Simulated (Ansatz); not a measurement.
A series at Ti: from `[F][Ti]([F])([F])[SH]`, ligands are replaced one by one, each step taking up HCl and setting free H–F; n counts the steps. Ansatz, PBE0-D4/def2-TZVP geometries. Each molecule was computed in one conformer, which needn't be the lowest.

| n | molecule | zero-point energy, PBE0-D4/def2-TZVP (kJ/mol) |
| --- | --- | --- |
| 0 | `[F][Ti]([F])([F])[SH]` | 42.0 |
| 1 | `[F][Ti]([F])([SH])[Cl]` | ? |
| 2 | `[F][Ti]([SH])([Cl])[Cl]` | 37.0 |
| 3 | `[SH][Ti]([Cl])([Cl])[Cl]` | 34.7 |

Task: By hand: fit a straight line y = ȳ + b (n − n̄) to the 3 given rows and predict n = 1.

Result: n̄ = 1.667, ȳ = 37.90; Σ(n − n̄)(y − ȳ) = -11.40, Σ(n − n̄)² = 4.667, so b = -2.44 kJ/mol a step. Prediction: 37.90 + (-2.44) × (-0.667) = 39.5 kJ/mol.

Task: By hand: compare with the computed value, 39.9 kJ/mol, and give the steps along the whole series.

Result: The line misses by 0.4 kJ/mol (computed minus predicted). Steps: -2.1, -2.9, -2.3 kJ/mol.

The steps differ by up to 0.8 kJ/mol without a steady trend. The miss is 5.5 % of the series' range.
